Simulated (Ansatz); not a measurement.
Born–Oppenheimer molecular dynamics of C$_{2}$H$_{7}$NOSi (12 atoms, charge 0, multiplicity 1). It starts from a relaxed structure.

All numbers below come from Ansatz, RKS PBE0/STO-3G.

```
ensemble                      : NVE (velocity Verlet)
time step                     : 0.25 fs
steps asked                   : 250
starting velocities drawn for : 500 K
masses                        : H 3.016 u
seed                          : 565335
```

First frame:

```xyz
12
Properties=species:S:1:pos:R:3
N 1.109 -0.403 1.227
C -0.229 -0.696 0.715
O -0.865 -1.707 1.463
C -0.875 -0.065 -0.285
Si -0.183 1.205 -1.420
H 1.535 0.336 0.616
H 1.710 -1.256 1.079
H -0.246 -1.790 2.269
H -1.919 -0.356 -0.415
H -0.481 0.876 -2.795
H 1.252 1.285 -1.272
H -0.732 2.514 -1.148
```

Question: How far do the bonds stretch over the last three quarters of this one trajectory? (Pairs bonded in most of those frames.)

Answer: 
| bond | mean (Å) | spread (Å) | shortest | longest |
| --- | --- | --- | --- | --- |
| N1–C2 | 1.468 | 0.028 | 1.42 | 1.50 |
| N1–H6 | 1.057 | 0.038 | 0.99 | 1.12 |
| N1–H7 | 1.058 | 0.047 | 0.98 | 1.14 |
| C2–O3 | 1.417 | 0.016 | 1.39 | 1.45 |
| C2–C4 | 1.348 | 0.011 | 1.33 | 1.37 |
| O3–H8 | 1.021 | 0.002 | 1.02 | 1.02 |
| C4–Si5 | 1.834 | 0.021 | 1.80 | 1.88 |
| C4–H9 | 1.093 | 0.015 | 1.07 | 1.11 |
| Si5–H10 | 1.447 | 0.006 | 1.44 | 1.46 |
| Si5–H11 | 1.452 | 0.038 | 1.39 | 1.50 |
| Si5–H12 | 1.445 | 0.007 | 1.43 | 1.46 |

Mean temperature of the second half: 269 K. The conserved energy stayed within 0.057 meV per atom of its start (net change 0.012 meV per atom), so the integration is sound. Over the second half the temperature averaged 0.54 of the 500 K drawn at the start: a run that starts near a minimum puts about half its kinetic energy into the potential. A run of 0.062 ps of so small a system gives no equilibrium averages. Limits of this set-up: minimal basis.

The run took 5.8 min on 1 thread of Arm Neoverse V2, on a shared host, peak memory 0.086 GiB.
